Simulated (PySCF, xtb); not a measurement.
C₂H₇BFNO, SMILES N(CC)B(O)F. The values are those of a single conformer.

Harmonic wavenumbers (cm⁻¹) from GFN2-xTB (xtb) at its own minimum, in rising order: 57, 109, 169, 238, 347, 418, 476, 494, 547, 602, 780, 840, 930, 980, 1069, 1099, 1155, 1228, 1254, 1292, 1348, 1403, 1473, 1489, 1498, 1506, 2904, 2997, 3035, 3047, 3047, 3481, 3642.

Problem. What does PBE-D3(BJ)/def2-SVP (PySCF) give at its own minimum? (Estimate from the structure and the level; the computed values follow.)

Solution. 53, 98, 184, 273, 362, 407, 438, 516, 565, 632, 756, 809, 911, 975, 1055, 1084, 1154, 1243, 1302, 1333, 1354, 1384, 1413, 1416, 1435, 1552, 2941, 2965, 3032, 3056, 3066, 3537, 3771. Paired by order, the mean absolute difference is 29 cm⁻¹ and the zero-point energies are 64.3 and 64.4 kcal/mol.
